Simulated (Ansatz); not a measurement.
Single points on the cluster Al3Cl.

```yaml
crystal:
  periodic: [false, false, false]
  atoms:
    - {symbol: Al, position_ang: [0.321193, -0.202770, -0.535874]}
    - {symbol: Al, position_ang: [-1.170774, 1.736499, 0.142534]}
    - {symbol: Al, position_ang: [-0.718045, -0.001147, 2.023051]}
    - {symbol: Cl, position_ang: [1.567626, -1.532582, -1.629713]}
basis:
  gaussian: {orbitals: def2-TZVP, initial_orbitals: start.molden}
magnetization: {spin_polarized: true, initial_magnetization: 2}
correlation: {method: mp2}
scf: {omitted_lower_state_checks: [starts]}
output: {orbitals: {seedname: orbitals}}
```

The file start.molden holds the orbitals of an earlier run on this structure, at another level or in another basis.

```sh
$ ansatz run in.yaml --threads 4 --pin off --events-out ev --progress --plain --max-ram 3916MiB
```

Shortened log:

```
Functional definition: HF
906 factors; integrals over basis functions are off by at most 9.6e-4 eV
mean field evaluation 1: about -32252.7035 eV, gradient 2.5e1 eV
mean field evaluation 2: about -32253.3423 eV, gradient 9.2e-1 eV
mean field evaluation 4: about -32253.6656 eV, gradient 1.4e-1 eV
mean field evaluation 8: about -32253.6737 eV, gradient 2.1e-1 eV
mean field evaluation 16: about -32253.6764 eV, gradient 1.9e-4 eV
mean field -32253.67641782 eV, -1185.3007460278 hartree, gradient 4.8e-6 eV, S^2 2.199070; 0 other end points of the search recorded, 0 dependent functions left out
20 core orbitals not correlated: weight in the atoms' cores, before any rotation towards them, 1.000 or more for the frozen orbitals, at most 0.000 for the correlated occupied ones
reference -32253.67641782 eV, -1185.3007460278 hartree; 9, 7 occupied and 119, 121 virtual orbitals, 906 factors
second order -9.66772030 eV of doubles, -0.00000000 eV of singles
Total energy: -32263.34413812 eV, -1185.6560281958 hartree
Checks for a lower state left out: starts
```

Hardware: 4 threads of Arm Neoverse V2 on a shared host. Wall time 2.1 s.

First input, but with `hamiltonian: {xc: pbe}`, `correlation: {method: rpa}` and without the key `output` (abridged; 2.6 s):

```
Functional definition: PBE
mean field -32298.69292999 eV, -1186.9550723366 hartree, gradient 3.1e-6 eV, S^2 2.008268
20 core orbitals not correlated: weight in the atoms' cores, before any rotation towards them, 1.000 or more for the frozen orbitals, at most 0.000 for the correlated occupied ones
Total energy: -32270.33290086 eV, -1185.9128604892 hartree
Checks for a lower state left out: starts
```

As the first input, with `hamiltonian: {xc: r2scan, dispersion: d4}` and without the key `correlation` (abridged; 4.5 s):

```
Functional definition: r2SCAN
mean field -32311.55124689 eV, -1187.4276067670 hartree, gradient 3.3e-5 eV, S^2 2.023884
Total energy: -32311.58075732 eV, -1187.4286912553 hartree
Checks for a lower state left out: starts
```

Geometry: PBE-D4/def2-TZVP.

Correlated methods freeze 20 core orbitals. At MP2/def2-TZVP the charge 0 triplet is spin-contaminated (final ⟨S²⟩ up to 2.20, 2.00 for a pure state). At r2SCAN-D4/def2-TZVP a broken-symmetry singlet of charge 0 lies 0.07 eV below the triplet, each at its own geometry. The structure comes from a short search, and lower isomers may exist.
